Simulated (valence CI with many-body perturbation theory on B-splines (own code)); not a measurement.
**Energy levels of Zr²⁵⁺**

Computed by valence CI with perturbative core correlation (CI+MBPT): five valence electrons over a frozen Dirac-Fock core [Ne], a basis of 11 s, 11 p, 10 d, 8 f, 5 g, 2 h functions for each j, with the one-electron correlation potential Σ1 (screened to all orders), the two-electron term Σ2, the three-electron term Σ3, Breit, model QED; selected single and double excitations, second order for the rest, scaled by the run's own slope (own B-spline code, finite nucleus).

No measured levels were compared; by estimate levels of excited configurations hold to 0.05 to 0.15 % of their energy, terms of the ground configuration to about 0.5 %. Among the levels kept, up to 3700 cm⁻¹ of a level comes from second order outside the variational space, and about a tenth of that is noise between levels of different J, which matters for small intervals.

Levels 91 to 135 of 168, with energies above the lowest level, 3s2.3p3 4S°_3/2. "Leading %" is the weight of the configuration and term that name the level; weights of strongly mixed levels are sums over their largest components and can fall short. In the jj column 3d3/2^4 stands for four electrons in 3d with j = 3/2.

| No. | Configuration | Term | J | E (cm⁻¹) | Leading % | Leading jj | g | Second component |
| --- | --- | --- | --- | --- | --- | --- | --- | --- |
| 91 | 3s.3p3.3d | 2P° | 3/2 | 1838200 | 31 | 3s 3p1/2 3p3/2^2 3d5/2 (34 %) | 1.314 | 11 % 3p5 2P° |
| 92 | 3s.3p3.3d | 4D° | 1/2 | 1853600 | 26 | 3s 3p3/2^3 3d3/2 (39 %) | 0.931 | 12 % 3s.3p3.3d 2P° |
| 93 | 3s.3p3.3d | 2F° | 5/2 | 1861000 | 30 | 3s 3p1/2 3p3/2^2 3d5/2 (37 %) | 1.135 | 17 % 3s.3p3.3d 2D° |
| 94 | 3s.3p3.3d | 4D° | 7/2 | 1861500 | 55 | 3s 3p1/2 3p3/2^2 3d5/2 (52 %) | 1.285 | 18 % 3s.3p3.3d 2F° |
| 95 | 3s.3p3.3d | 4D° | 3/2 | 1868100 | 25 | 3s 3p1/2 3p3/2^2 3d3/2 (44 %) | 0.998 | 21 % 3s.3p3.3d 2D° |
| 96 | 3s2.3p.3d2 | 4G° | 7/2 | 1873900 | 52 | 3s^2 3p1/2 3d3/2 3d5/2 (40 %) | 1.053 | 10 % 3s.3p3.3d 2G° |
| 97 | 3s.3p3.3d | 4D° | 5/2 | 1874700 | 26 | 3s 3p3/2^3 3d5/2 (30 %) | 1.240 | 11 % 3s.3p3.3d 4P° |
| 98 | 3s.3p3.3d | 2G° | 9/2 | 1876300 | 24 | 3s 3p3/2^3 3d5/2 (35 %) | 1.170 | 24 % 3s2.3p.3d2 4G° |
| 99 | 3s.3p3.3d | 2P° | 1/2 | 1879000 | 42 | 3s 3p1/2 3p3/2^2 3d5/2 (44 %) | 0.892 | 11 % 3s.3p3.3d 4D° |
| 100 | 3s.3p3.3d | 4D° | 1/2 | 1896000 | 57 | 3s 3p1/2 3p3/2^2 3d3/2 (52 %) | 0.313 | 8 % 3s.3p3.3d 2P° |
| 101 | 3s.3p3.3d | 2D° | 3/2 | 1902300 | 36 | 3s 3p1/2 3p3/2^2 3d5/2 (40 %) | 1.023 | 8 % 3s.3p3.3d 2P° |
| 102 | 3s.3p3.3d | 2F° | 5/2 | 1913800 | 42 | 3s 3p1/2 3p3/2^2 3d5/2 (36 %) | 0.864 | 20 % 3s2.3p.3d2 2F° |
| 103 | 3s2.3p.3d2 | 2S° | 1/2 | 1914800 | 27 | 3s^2 3p1/2 3d3/2^2 (43 %) | 1.551 | 14 % 3s.3p3.3d 2S° |
| 104 | 3s.3p3.3d | 4D° | 3/2 | 1917800 | 22 | 3s^2 3p1/2 3d3/2 3d5/2 (44 %) | 1.082 | 12 % 3s2.3p.3d2 4D° |
| 105 | 3s2.3p.3d2 | 4G° | 9/2 | 1926000 | 52 | 3s^2 3p1/2 3d5/2^2 (29 %) | 1.182 | 21 % 3s.3p3.3d 2G° |
| 106 | 3s.3p3.3d | 2D° | 5/2 | 1926600 | 30 | 3s^2 3p1/2 3d3/2 3d5/2 (24 %) | 1.167 | 12 % 3s2.3p.3d2 2F° |
| 107 | 3s.3p3.3d | 2F° | 7/2 | 1932600 | 32 | 3s 3p3/2^3 3d5/2 (46 %) | 1.187 | 11 % 3s2.3p.3d2 2F° |
| 108 | 3s2.3p.3d2 | 4D° | 1/2 | 1944000 | 54 | 3s^2 3p1/2 3d3/2 3d5/2 (43 %) | 0.438 | 15 % 3s.3p3.3d 2P° |
| 109 | 3s2.3p.3d2 | 2P° | 3/2 | 1945000 | 18 | 3s 3p1/2 3p3/2^2 3d5/2 (20 %) | 1.120 | 15 % 3s.3p3.3d 2P° |
| 110 | 3s.3p3.3d | 2F° | 7/2 | 1952800 | 46 | 3s 3p3/2^3 3d3/2 (37 %) | 1.155 | 21 % 3s2.3p.3d2 2F° |
| 111 | 3s.3p3.3d | 2D° | 5/2 | 1958200 | 28 | 3s 3p3/2^3 3d3/2 (22 %) | 1.083 | 26 % 3s.3p3.3d 2F° |
| 112 | 3s.3p3.3d | 2F° | 5/2 | 1970000 | 20 | 3s^2 3p1/2 3d3/2 3d5/2 (19 %) | 1.095 | 15 % 3s.3p3.3d 2D° |
| 113 | 3s2.3p.3d2 | 4D° | 3/2 | 1972300 | 42 | 3s 3p1/2 3p3/2^2 3d5/2 (21 %) | 1.200 | 16 % 3s.3p3.3d 2P° |
| 114 | 3s2.3p.3d2 | 4F° | 3/2 | 1982700 | 46 | 3s^2 3p1/2 3d3/2^2 (32 %) | 0.730 | 7 % 3s.3p3.3d 2P° |
| 115 | 3s2.3p.3d2 | 2H° | 9/2 | 1983400 | 76 | 3s^2 3p1/2 3d3/2 3d5/2 (55 %) | 0.954 | 11 % 3s.3p3.3d 2G° |
| 116 | 3s2.3p.3d2 | 4D° | 7/2 | 1991600 | 38 | 3s^2 3p1/2 3d5/2^2 (34 %) | 1.285 | 30 % 3s2.3p.3d2 4F° |
| 117 | 3s2.3p.3d2 | 4F° | 5/2 | 1997300 | 34 | 3s^2 3p1/2 3d3/2 3d5/2 (46 %) | 1.036 | 16 % 3s2.3p.3d2 2F° |
| 118 | 3s2.3p.3d2 | 4G° | 11/2 | 1997600 | 93 | 3s^2 3p3/2 3d5/2^2 (67 %) | 1.269 | 4 % 3s.3p3.3d 4G° |
| 119 | 3s.3p3.3d | 2P° | 3/2 | 1998800 | 44 | 3s 3p3/2^3 3d5/2 (52 %) | 1.202 | 15 % 3s.3p3.3d 2D° |
| 120 | 3s2.3p.3d2 | 4P° | 1/2 | 2002100 | 45 | 3s^2 3p3/2 3d3/2 3d5/2 (25 %) | 1.944 | 20 % 3s.3p3.3d 2S° |
| 121 | 3s2.3p.3d2 | 4D° | 5/2 | 2009300 | 29 | 3s^2 3p1/2 3d5/2^2 (48 %) | 1.164 | 20 % 3s2.3p.3d2 2F° |
| 122 | 3s2.3p.3d2 | 4P° | 3/2 | 2018600 | 52 | 3s^2 3p1/2 3d3/2 3d5/2 (44 %) | 1.560 | 9 % 3s2.3p.3d2 4D° |
| 123 | 3s.3p3.3d | 2F° | 7/2 | 2034600 | 45 | 3s 3p3/2^3 3d5/2 (44 %) | 1.201 | 16 % 3s.3p3.3d 4D° |
| 124 | 3s.3p3.3d | 2D° | 5/2 | 2038500 | 36 | 3s 3p3/2^3 3d5/2 (37 %) | 1.202 | 15 % 3s2.3p.3d2 4D° |
| 125 | 3s2.3p.3d2 | 2G° | 7/2 | 2045000 | 40 | 3s^2 3p1/2 3d3/2 3d5/2 (32 %) | 1.008 | 15 % 3s2.3p.3d2 2F° |
| 126 | 3s2.3p.3d2 | 2D° | 3/2 | 2047900 | 28 | 3s 3p1/2 3p3/2^2 3d5/2 (22 %) | 1.067 | 21 % 3s.3p3.3d 2D° |
| 127 | 3s2.3p.3d2 | 2P° | 1/2 | 2050400 | 30 | 3s 3p3/2^3 3d3/2 (25 %) | 0.853 | 24 % 3s.3p3.3d 2P° |
| 128 | 3s2.3p.3d2 | 4F° | 9/2 | 2059400 | 57 | 3s^2 3p3/2 3d3/2 3d5/2 (61 %) | 1.252 | 13 % 3s2.3p.3d2 4G° |
| 129 | 3s.3p3.3d | 2P° | 3/2 | 2079900 | 24 | 3s 3p3/2^3 3d3/2 (27 %) | 1.086 | 17 % 3s.3p3.3d 2D° |
| 130 | 3s.3p3.3d | 2P° | 1/2 | 2080000 | 44 | 3s^2 3p3/2 3d5/2^2 (24 %) | 0.615 | 16 % 3s2.3p.3d2 4D° |
| 131 | 3s2.3p.3d2 | 4F° | 7/2 | 2081900 | 28 | 3s^2 3p3/2 3d3/2 3d5/2 (55 %) | 1.191 | 20 % 3s2.3p.3d2 2F° |
| 132 | 3s2.3p.3d2 | 4P° | 5/2 | 2091700 | 26 | 3s^2 3p3/2 3d3/2 3d5/2 (41 %) | 1.321 | 21 % 3s.3p3.3d 2D° |
| 133 | 3s2.3p.3d2 | 2F° | 7/2 | 2103500 | 34 | 3s^2 3p3/2 3d5/2^2 (48 %) | 1.250 | 27 % 3s2.3p.3d2 4D° |
| 134 | 3s2.3p.3d2 | 2D° | 5/2 | 2107700 | 14 | 3s^2 3p3/2 3d3/2 3d5/2 (34 %) | 1.201 | 13 % 3s2.3p.3d2 4D° |
| 135 | 3s2.3p.3d2 | 2H° | 11/2 | 2114800 | 97 | 3s^2 3p3/2 3d3/2 3d5/2 (70 %) | 1.090 |  |

Names give the largest LS component (configuration and term), which can be under half, so a name can repeat, a term be missing and a line seem to break the LS rules; names also repeat where a configuration has a term twice.
